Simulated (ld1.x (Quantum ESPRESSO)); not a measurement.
## Logarithmic derivatives: oxygen (O), RRKJ

ld1.x (Quantum ESPRESSO) 7.5 input, shortened:

```
&input
   title='O', zed=8., rel=0, dft='BLYP', iswitch=3,
   config='[He] 2s2 2p4 3d-2'
 /
 &inputp
   pseudotype=2, tm=.false., rho0=0.02, lloc=0,
   nlcc=.false.
 /
3
2P  2  1   4.00   0.00  1.65  1.65  0.0
3D  3  2  -2.00   0.15  1.30  1.30  0.0
2S  1  0   2.00   0.00  0.80  0.80  0.0
 &test
   configts(1)='2s2 2p4'
 /
```

The phase is arctan(r·u′/u) with u = r·R(r), unwrapped; energies in Ry, scanned from -4 to 5 Ry. A pole is an energy at which the radial function vanishes at the test radius. The pseudo phase is shifted by a multiple of π to meet the all-electron one at the reference energy, and phase errors are pseudo minus all-electron; the curves can meet again beyond the range given. Levels narrower than the energy grid can be missing from the lists of poles.

Problem. For each channel, where are the poles, and over which energies does the pseudopotential scatter like the atom?

Solution.

```csv
channel,radius (bohr),reference energy (Ry),"poles, all-electron","poles, pseudo",unbroken range about the reference energy with phases within 0.05 rad,phase error 1 Ry above the reference energy (rad)
s,1.80,-1.75,-0.94,-0.94,the whole range,-0.000
p,1.80,-0.66,0.17,0.18,below 2.6,+0.005
d,1.80,0.15,none,none,the whole range,+0.000
```

Phases in the d channel:

```tsv
E (Ry)	all-electron	pseudo
-4.00	1.331	1.331
-3.52	1.320	1.320
-3.04	1.307	1.307
-2.56	1.293	1.293
-2.08	1.276	1.276
-1.60	1.255	1.255
-1.12	1.230	1.230
-0.64	1.199	1.199
-0.16	1.159	1.159
0.32	1.105	1.105
0.80	1.030	1.030
1.28	0.918	0.918
1.76	0.737	0.738
2.24	0.425	0.426
2.72	-0.075	-0.074
3.20	-0.614	-0.612
3.68	-0.977	-0.975
4.16	-1.188	-1.187
4.64	-1.318	-1.316
```
